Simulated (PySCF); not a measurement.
A calculated (CAM-B3LYP, PySCF 2.14, x2c-TZVPPall with one added diffuse shell each of s, p, d, f type, the spin-free X2C one-electron Hamiltonian (Gaussian nucleus)) atom or ion has these occupied shells.

```
shell  electrons  orbital energy (eV)  rms radius, mean of both spins (bohr)
 1s β          1             -20925.0                                 0.0394
 1s α          1             -20924.9                                 0.0394
 2s α          1              -3021.1                                  0.162
 2s β          1              -3020.4                                  0.162
 2p α          3              -2706.3                                  0.144
 2p β          3              -2705.8                                  0.144
 3s α          1              -551.76                                  0.444
 3s β          1              -551.45                                  0.444
 3p α          3              -447.85                                  0.448
 3p β          3              -447.47                                  0.448
 3d α          5              -279.25                                  0.437
 3d β          5              -278.56                                  0.437
 4s α          1              -100.84                                   1.12
 4s β          1              -97.693                                   1.12
 4p α          3              -71.704                                   1.24
 4p β          3              -67.883                                   1.24
 4d α          4              -30.088                                   1.67
 5s β          1              -21.735                                   3.03
```

(1) Name the element and its charge.

Results:

(1) Tc²⁺ (technetium, charge +2), in [Kr] 4d4 5s1, 5s spin antiparallel (an excited configuration).
